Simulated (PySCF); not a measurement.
Job file and geometry (Å, from GFN2-xTB) of an NMR shielding run on SMILES CSB[Si]1(C=C)CC1, C5H11BSSi, GIAO PBE0/pcSseg-1 NMR shielding, non-relativistic, gas phase in PySCF 2.14.0, density-fitted response routines; density fitting, a coarse starting grid and PySCF grid level 2 are the driver's defaults:

```
$ OMP_NUM_THREADS=1 python probes_run.py task.json out

{"job": {"kind": "nmr", "xc": "PBE0", "basis": "pcSseg-1"}, "charge": 0, "multiplicity": 1}
C     -0.696001     2.438891     1.391120
C     -1.470482     1.412927     1.067013
Si    -0.846487    -0.159862     0.250999
B      0.965887    -0.528209    -0.270420
S      2.223318     0.657634     0.077799
C      3.741302    -0.095655    -0.616461
C     -2.297685    -0.998501    -0.680465
C     -2.032368    -1.607319     0.667486
H     -1.079654     3.335363     1.853840
H      0.366120     2.423736     1.205267
H     -2.531786     1.480748     1.277966
H      1.299194    -1.509043    -0.817888
H      3.676176    -0.093316    -1.699916
H      3.848928    -1.108784    -0.244176
H      4.578311     0.514287    -0.293377
H     -3.226912    -0.460430    -0.787093
H     -2.088241    -1.619127    -1.538384
H     -1.647893    -2.615784     0.670869
H     -2.791533    -1.458303     1.419703
```

Problem. What does the program print?

Solution. 
```
coarse grid: 16584 points
cycle   1  E = -908.9430688398  dE =  7.843e-01  |g| = 4.624e-01  |ddm| = 4.002e+00
cycle   2  E = -908.9092372283  dE =  3.383e-02  |g| = 5.767e-01  |ddm| = 1.018e+00
cycle   3  E = -908.9996280740  dE = -9.039e-02  |g| = 1.172e-01  |ddm| = 7.102e-01
cycle   4  E = -909.0038486931  dE = -4.221e-03  |g| = 2.957e-02  |ddm| = 1.894e-01
cycle   5  E = -909.0040692712  dE = -2.206e-04  |g| = 1.078e-02  |ddm| = 3.218e-02
cycle   6  E = -909.0040983406  dE = -2.907e-05  |g| = 3.310e-03  |ddm| = 1.254e-02
cycle   7  E = -909.0041009052  dE = -2.565e-06  |g| = 1.038e-03  |ddm| = 3.611e-03
final grid: 150016 points
cycle   8  E = -909.0527125076  dE = -3.705e-05  |g| = 9.953e-03  |ddm| = 3.217e-02
cycle   9  E = -909.0526946410  dE =  1.787e-05  |g| = 1.276e-02  |ddm| = 2.048e-02
cycle  10  E = -909.0527379737  dE = -4.333e-05  |g| = 1.826e-03  |ddm| = 1.376e-02
cycle  11  E = -909.0527389967  dE = -1.023e-06  |g| = 3.288e-04  |ddm| = 2.518e-03
cycle  12  E = -909.0527390218  dE = -2.508e-08  |g| = 1.238e-04  |ddm| = 4.334e-04
cycle  13  E = -909.0527390258  dE = -3.967e-09  |g| = 3.379e-05  |ddm| = 1.681e-04
cycle  14  E = -909.0527390261  dE = -2.890e-10  |g| = 1.149e-05  |ddm| = 4.282e-05
converged SCF energy = -909.0527390261

GIAO shielding tensors (ppm)
atom      isotropic    diamagn.    paramagn.     s11        s22        s33       span
  0 C       42.553     255.071    -212.519    -89.917     53.978    163.596    253.513
  1 C       41.022     262.861    -221.839    -74.453     40.854    156.664    231.117
  2 Si     492.318     884.771    -392.453    346.688    357.943    772.323    425.635
  3 B       20.534     201.868    -181.334    -67.022      4.249    124.375    191.397
  4 S      335.155    1061.715    -726.560    -44.703    459.035    591.134    635.837
  5 C      158.965     250.501     -91.537    135.579    151.579    189.736     54.157
  6 C      175.793     257.699     -81.906    157.931    179.618    189.830     31.900
  7 C      175.887     257.884     -81.997    158.440    179.974    189.247     30.807
  8 H       25.190      28.518      -3.328     21.851     24.449     29.269      7.418
  9 H       24.991      33.852      -8.861     22.444     23.379     29.151      6.707
 10 H       25.868      31.246      -5.378     23.483     24.033     30.089      6.605
 11 H       23.574      33.635     -10.061     16.495     24.906     29.322     12.827
 12 H       28.905      29.593      -0.688     24.141     27.318     35.257     11.117
 13 H       29.054      29.625      -0.571     24.479     27.686     34.996     10.517
 14 H       29.422      28.299       1.122     24.144     27.162     36.959     12.816
 15 H       30.698      32.030      -1.332     25.844     26.875     39.375     13.530
 16 H       30.572      32.781      -2.209     25.848     26.422     39.445     13.597
 17 H       30.582      32.537      -1.955     25.874     26.409     39.463     13.589
 18 H       30.664      31.716      -1.052     25.860     26.820     39.311     13.451
```

Size and cost of the density-fitted run: 205 basis functions, 110 s wall time on 1 thread of an Intel Xeon, shared host; peak memory 0.97 GiB.
